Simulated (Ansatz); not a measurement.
Input for Ansatz (a program for electronic structure): R-CCSD(T)/def2-TZVPP on BiH3 (SMILES [BiH3]). Elements past Kr take the def2 small-core potentials; no spin–orbit coupling.

Ansatz 0.2 input:
```yaml
crystal:
  periodic: [false, false, false]
  atoms:
    - {symbol: Bi, position_ang: [-0.00001028, -0.00000000, 0.00000000]}
    - {symbol: H, position_ang: [1.70865422, -0.00000000, -0.00000000]}
    - {symbol: H, position_ang: [-0.85432197, 1.47976532, -0.00000000]}
    - {symbol: H, position_ang: [-0.85432197, -1.47976532, -0.00000000]}
basis:
  gaussian:
    orbitals: def2-TZVPP
magnetization: {spin_polarized: false}
correlation: {method: ccsd_t, electrons: outside_noble_gas}
scf: {lower_state_search: off}
```

Program output:

```
WARN ansatz: RAYON_NUM_THREADS=1 ignored (pool sized by the plan → 1); use --threads N
Functional definition: HF
these checks for a lower state are left out or cut short: stability, starts, cluster_reference, orbital_swaps, neighbouring_geometries, increment
integrals: 0.08 GiB planned
688 factors; integrals over basis functions are off by at most 1.2e-3 eV
mean field: 0.14 GiB planned
mean field evaluation 1: about -5854.5447 eV, gradient 8.7e0 eV
mean field evaluation 2: about -5854.5463 eV, gradient 8.7e0 eV
mean field evaluation 4: about -5854.9658 eV, gradient 6.3e-1 eV
mean field evaluation 8: about -5854.9674 eV, gradient 8.1e-5 eV
mean field -5854.96736473 eV, -215.1660820144 hartree, gradient 1.8e-6 eV, S^2 0.000000; 0 other end points of the search recorded, 0 dependent functions left out
9 core orbitals not correlated
reference -5854.96736473 eV, -215.1660820144 hartree; 4, 4 occupied and 79, 79 virtual orbitals, 688 factors
second order -3.71621851 eV of doubles, -0.00000000 eV of singles
coupled cluster: 0.21 GiB planned
cycle   1  -4.18633179 eV  change   -4.7e-1 eV  update   5.8e-2
cycle   2  -4.38308350 eV  change   -2.0e-1 eV  update   2.1e-2
cycle   3  -4.39114237 eV  change   -8.1e-3 eV  update   4.7e-3
cycle   4  -4.39158048 eV  change   -4.4e-4 eV  update   1.5e-3
cycle   5  -4.39132594 eV  change    2.5e-4 eV  update   4.0e-4
cycle   6  -4.39126979 eV  change    5.6e-5 eV  update   1.1e-4
cycle   7  -4.39129456 eV  change   -2.5e-5 eV  update   3.0e-5
cycle   8  -4.39130011 eV  change   -5.5e-6 eV  update   6.7e-6
perturbative correction -0.14780913 eV, -0.0054318854 hartree
Total energy: -5859.50647397 eV, -215.3328912022 hartree
Checks for a lower state left out: stability, starts, cluster_reference, orbital_swaps, neighbouring_geometries, increment
```

The calculation finished and met its thresholds.

Cost: around 2.4 core-seconds (rough).
